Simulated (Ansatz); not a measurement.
Cost and result up the ladder for BiH₂I (4 atoms). The state is a singlet with charge 0. Geometry: PBE-D4/def2-TZVP.

```xyz
4

Bi    0.520    0.744   -0.091
H     1.116   -0.772   -0.881
H    -0.970    0.657   -1.116
I    -0.666   -0.630    2.089
```

Ansatz on 4 threads of Intel Xeon on a shared host. Times are rough, and most runs start from the orbitals of an earlier one. ωB97M-V/def2-TZVP serves as the yardstick here, not as an exact answer. Differences are given only for rows in sets of like size (and for xTB, whose basis is part of the method), since another set adds its own error. Binding counts from free atoms at the same level (Bi quartet, H doublet, I doublet; other spins of the atoms weren't run), without zero-point energy or a counterpoise term.

In the def2 sets Bi, I take a core potential; there is no spin–orbit coupling. Correlated methods freeze 8 core orbitals; core or outer-core shells of Bi, I are correlated, in sets that lack core-valence functions.

Correlated methods converge slowly with the basis.

```tsv
level	functions	wall time
PBE-D4/def2-SVP	62	1.3 s
revPBE-D4/def2-TZVP	112	1.9 s
PBE0-D4/def2-SVP	62	2.4 s
PBE-D4/def2-TZVP	112	2.4 s
HF/def2-TZVP	112	2.9 s
BLYP-D4/def2-TZVP	112	3 s
PBE-D4/def2-TZVPD	133	3 s
BHLYP-D4/def2-TZVP	112	3.7 s
r2SCAN-D4/def2-TZVPD	133	4.3 s
MP2/def2-TZVP	112	4.3 s
PBE0-D4/def2-TZVP	112	5.5 s
ωB97M-V/def2-TZVP	112	7.5 s
CCSD(T)/def2-TZVPP	128	28 s
CCSD(T)/def2-TZVPD	133	33 s
```

(1) Estimate what each level gives for the binding energy per atom (eV).

Results:

(1) 
```json
{"level": "PBE-D4/def2-SVP", "binding energy per atom (eV)": "1.90", "difference from ωB97M-V/def2-TZVP (eV)": "–"}
{"level": "revPBE-D4/def2-TZVP", "binding energy per atom (eV)": "1.87", "difference from ωB97M-V/def2-TZVP (eV)": "0.03"}
{"level": "PBE0-D4/def2-SVP", "binding energy per atom (eV)": "1.81", "difference from ωB97M-V/def2-TZVP (eV)": "–"}
{"level": "PBE-D4/def2-TZVP", "binding energy per atom (eV)": "1.93", "difference from ωB97M-V/def2-TZVP (eV)": "0.10"}
{"level": "HF/def2-TZVP", "binding energy per atom (eV)": "1.03", "difference from ωB97M-V/def2-TZVP (eV)": "-0.80"}
{"level": "BLYP-D4/def2-TZVP", "binding energy per atom (eV)": "1.95", "difference from ωB97M-V/def2-TZVP (eV)": "0.12"}
{"level": "PBE-D4/def2-TZVPD", "binding energy per atom (eV)": "1.93", "difference from ωB97M-V/def2-TZVP (eV)": "0.10"}
{"level": "BHLYP-D4/def2-TZVP", "binding energy per atom (eV)": "1.82", "difference from ωB97M-V/def2-TZVP (eV)": "-0.01"}
{"level": "r2SCAN-D4/def2-TZVPD", "binding energy per atom (eV)": "1.85", "difference from ωB97M-V/def2-TZVP (eV)": "0.02"}
{"level": "MP2/def2-TZVP", "binding energy per atom (eV)": "1.67", "difference from ωB97M-V/def2-TZVP (eV)": "-0.17"}
{"level": "PBE0-D4/def2-TZVP", "binding energy per atom (eV)": "1.85", "difference from ωB97M-V/def2-TZVP (eV)": "0.02"}
{"level": "ωB97M-V/def2-TZVP", "binding energy per atom (eV)": "1.83", "difference from ωB97M-V/def2-TZVP (eV)": "0.00"}
{"level": "CCSD(T)/def2-TZVPP", "binding energy per atom (eV)": "1.79", "difference from ωB97M-V/def2-TZVP (eV)": "-0.05"}
{"level": "CCSD(T)/def2-TZVPD", "binding energy per atom (eV)": "1.76", "difference from ωB97M-V/def2-TZVP (eV)": "-0.08"}
```
